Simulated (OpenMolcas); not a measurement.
Ta3+ (d2) on a cation site of an ionic host was computed by SS-CASPT2, IPEA 0.25 Eh, imaginary shift 0.1 Eh with the d shell active (OpenMolcas, ANO-RCC-VDZP on the metal). Its lowest spin-free states, and all those of the highest spin:

```json
{"2S+1": "3", "Degeneracy": "1", "E (cm-1)": "0"}
{"2S+1": "1", "Degeneracy": "2", "E (cm-1)": "8670"}
{"2S+1": "1", "Degeneracy": "1", "E (cm-1)": "17080"}
{"2S+1": "3", "Degeneracy": "3", "E (cm-1)": "19350"}
{"2S+1": "3", "Degeneracy": "3", "E (cm-1)": "25280"}
{"2S+1": "1", "Degeneracy": "3", "E (cm-1)": "27640"}
{"2S+1": "1", "Degeneracy": "3", "E (cm-1)": "31190"}
{"2S+1": "3", "Degeneracy": "3", "E (cm-1)": "41430"}
{"2S+1": "1", "Degeneracy": "3", "E (cm-1)": "48810"}
{"2S+1": "1", "Degeneracy": "2", "E (cm-1)": "49240"}
{"2S+1": "1", "Degeneracy": "1", "E (cm-1)": "61670"}
```

Problem. Is the site octahedral, tetrahedral or cube-like, axial, or of lower symmetry?

Solution. The states with 2S+1 = 3 have orbital degeneracies 1, 3, 3, 3. Threefold states need a cubic site. For d2 at this spin an octahedron puts the threefold T1 below the threefold T2 and a tetrahedron or cube puts the single A2 below the threefold T2, so the site is a tetrahedron or a cube, which this pattern cannot tell apart. The first gap at this spin, 19400 cm-1, is |10Dq| in ligand-field theory. The run had Ta3+ with its 8 nearest fluoride ions at 2.232 Å, on the Ca site of CaF2 (a = 5.46294 Å, distance in the model lattice 2.366 Å). The rest of the host is ab initio model potentials to 7.6 Å and point charges beyond; the distance is set by hand and nothing relaxes, and no local charge compensation is placed. Ligand basis ANO-RCC-VDZP.

Roots that are degenerate in the reference are averaged as groups; the widest CASPT2 spread within a group is 160 cm-1 (the 3-fold group of multiplicity 1 near 31200 cm-1 above the lowest state of its run). Shifts and gaps below about the spread of the groups concerned are not significant. Over all roots computed the reference weight is 0.69 to 0.70; a low but even weight reflects the number of correlated electrons. Ligand-to-metal charge-transfer states are missing. With no ligand orbital active B as a rule stays too high, so bands that hang on it stand too high and its fall with covalency is understated. With one d shell and no ligand orbital active, 10Dq can be off by a tenth or more. No measured value stands beside these numbers; the geometry was set by hand and not optimised.
